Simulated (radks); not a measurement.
The numbers below are computed, except where a source is named.
Sc III, configuration [Ar] 3d0.5 4s0.5 (fractional occupations, a model configuration). Level of theory: non-relativistic Kohn-Sham, PBE, spin-polarised, spherical densities, point nucleus; open shells are filled with parallel spins first (a radial shooting solver on a logarithmic mesh with Libxc functionals). Some entries of the table are withheld. Estimate them.

orbital,occ.,eigenvalue (eV),r(max) (bohr),<r> (bohr)
1s up,1,-4389.525,0.04836,0.07360
1s down,1,-4389.507,0.04836,0.07360
2s up,1,-488.5856,0.2859,0.3461
2s down,1,-488.4256,0.2859,0.3460
2p up,3,-406.7211,0.2333,0.3086
2p down,3,-406.5942,0.2333,0.3085
3s up,1,-72.9627,0.9301,1.074
3s down,1,-72.3884,0.9300,1.073
3p up,3,(1),0.9655,(2)
3p down,3,(3),0.9651,(4)
3d up,0.5,-20.6990,(5),1.490
3d down,0,-20.0095,(6),1.473
4s up,0.5,-17.1801,2.697,3.025

Answer. 
(1) 3p up eigenvalue (eV): -51.9793
(2) 3p up <r> (bohr): 1.153
(3) 3p down eigenvalue (eV): -51.3845
(4) 3p down <r> (bohr): 1.151
(5) 3d up r(max) (bohr): 1.047
(6) 3d down r(max) (bohr): 1.043
